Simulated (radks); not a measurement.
The tungsten anion W- inside a hard spherical wall (all orbitals vanish at R), configuration held at [Xe] 4f14 5d5 6s2 and not refilled when levels cross. Calculated with a radial shooting solver on a logarithmic mesh with Libxc functionals: scalar-relativistic Kohn-Sham, LDA (Slater exchange, Perdew-Wang correlation), spin-polarised, spherical densities, finite nucleus; open shells are filled with parallel spins first (spin-orbit coupling, left out, can overturn this in heavy ions); Fermi nuclear charge, rms radius 5.3658 fm. Eigenvalues in eV for spin up, with the zero of energy where the potential of the charges vanishes at infinity; a dash marks a level that is unbound or too diffuse for the functional's potential to be trusted. A positive occupied level is held by the wall or, in an anion where self-interaction has pushed it up, behind a barrier. The pressure on the wall is -dE/dV.

| R (bohr) | E (hartree) | kinetic (hartree) | e(5p) | e(4f) | e(6s) | e(5d) | e(7s, empty) | e(6p, empty) | pressure (GPa) |
|---|---|---|---|---|---|---|---|---|---|
| 20 | -16130.7205 | 17762.616 | -36.468 | -25.664 | -0.634 | 1.335 | - | - | 0.000116 |
| 10 | -16130.7148 | 17762.647 | -35.990 | -25.188 | -0.259 | 1.778 | 5.513 | 3.376 | 0.0869 |
| 8 | -16130.6972 | 17762.736 | -35.252 | -24.442 | 0.318 | 2.441 | 8.884 | 4.422 | 0.645 |
| 7 | -16130.6691 | 17762.867 | -34.426 | -23.595 | 0.992 | 3.172 | 12.310 | 5.530 | 2.03 |
| 5 | -16130.4016 | 17763.944 | -29.998 | -18.889 | 5.284 | 7.157 | 30.567 | 11.965 | 30.3 |
| 4 | -16129.7766 | 17766.168 | -24.317 | -12.531 | 12.795 | 12.788 | 57.747 | 22.586 | 161 |
| 3 | -16127.2415 | 17774.923 | -11.966 | 2.095 | 37.258 | 27.260 | 131.85 | 55.029 | 1340 |
| 2.5 | -16122.9226 | 17789.921 | 1.801 | 18.226 | 72.307 | 45.005 | 222.01 | 98.148 | 5140 |
| 2 | -16110.0457 | 17833.140 | 32.989 | 50.929 | 159.07 | 85.657 | 417.69 | 198.09 | 26100 |
| 1.5 | -16060.9556 | 17986.442 | 128.73 | 129.48 | 415.75 | 204.93 | 929.49 | 477.83 | 200000 |
